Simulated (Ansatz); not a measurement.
A run on CH$_{4}$OSSn, SMILES `C[S][Sn][OH]` with other settings.

```yaml
crystal:
  periodic: [false, false, false]
  atoms:
    - {symbol: C, position_ang: [-0.402936, 0.808408, 0.611018]}
    - {symbol: S, position_ang: [-1.528880, 0.160592, -0.654758]}
    - {symbol: Sn, position_ang: [-0.280900, -1.598772, -1.795881]}
    - {symbol: O, position_ang: [1.412322, -1.480495, -0.775594]}
    - {symbol: H, position_ang: [-0.123124, 0.035485, 1.327859]}
    - {symbol: H, position_ang: [-0.934888, 1.594225, 1.147122]}
    - {symbol: H, position_ang: [0.490155, 1.245253, 0.162568]}
    - {symbol: H, position_ang: [1.460448, -0.821698, -0.078134]}
basis:
  gaussian: {orbitals: ANO-RCC-VTZP}
total_charge: 1
magnetization: {spin_polarized: true, initial_magnetization: 1}
hamiltonian: {xc: {name: HSE06}, dispersion: d3bjatm}
```

```sh
$ ansatz run in.yaml --threads 4 --pin off --events-out ev --progress --plain --max-ram 10444MiB
```

It prints (some lines left out):

```
Functional definition: HSE06
1825 factors; their error is unknown
104 factors; integrals over basis functions are off by at most 6.6e-6 eV
mean field evaluation 1: about -182042.6627 eV, gradient 7.5e1 eV
mean field evaluation 2: about -181848.3902 eV, gradient 1.7e2 eV
mean field evaluation 4: about -182060.2253 eV, gradient 2.9e1 eV
mean field evaluation 8: about -182065.6917 eV, gradient 1.4e0 eV
mean field evaluation 16: about -182065.9474 eV, gradient 5.6e-3 eV
mean field evaluation 32: about -182065.9675 eV, gradient 2.7e-5 eV
mean field -182065.96800945 eV, -6690.8009156016 hartree, gradient 5.4e-6 eV, S^2 0.763455; 6 other end points of the search recorded, 0 dependent functions left out
reference -182065.96809795 eV, -6690.8009188539 hartree; 42, 41 occupied and 176, 177 virtual orbitals, 1825 factors
Total energy: -182066.12388701 eV, -6690.8066439964 hartree
Relativity: scalar
```

It took 62 s on 4 threads of an Intel Xeon Platinum 8259CL on a shared host, with 1.8 GiB of host memory at the peak.
